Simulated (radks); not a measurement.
Question: The table gives one normalised radial function P(r) = r R(r) of Cs17+ in [Kr] 4d2 (r in bohr). Method: scalar-relativistic Kohn-Sham, SCAN, spin-polarised, spherical densities, finite nucleus; open shells are filled with parallel spins first (spin-orbit coupling, left out, can overturn this in heavy ions); meta-GGA in the generalised Kohn-Sham scheme; Fermi nuclear charge, rms radius 4.8041 fm; computed with a radial shooting solver on a logarithmic mesh with Libxc functionals.

r	P
0.001329	0.0978
0.001921	0.1322
0.002797	0.1769
0.004042	0.2294
0.005886	0.2876
0.008573	0.3385
0.01239	0.3581
0.01804	0.3093
0.02628	0.1469
0.03796	-0.1355
0.05529	-0.4606
0.07989	-0.5722
0.1164	-0.1897
0.1695	0.5664
0.2448	0.8383
0.3566	-0.0731
0.5194	-1.3000
0.7504	-1.3077
1.093	-0.4807
1.579	-0.0586
2.3	-0.0015

Which n and l does it have? It may be an empty orbital.

Answer: n = 4, l = 0: the number of nodes gives n - l - 1 = 3, the rise at small r (about r^(l+1), flatter next to the nucleus through relativity) gives l, and the extent must fit the shell. The curve is that of 4s down; the table hardly tells the two spins apart. 4s down: eigenvalue -587.38 eV, 3 radial nodes at r = 0.0323, 0.129, 0.349 bohr, <r> = 0.653 bohr, 90 % of the charge inside 0.928 bohr.
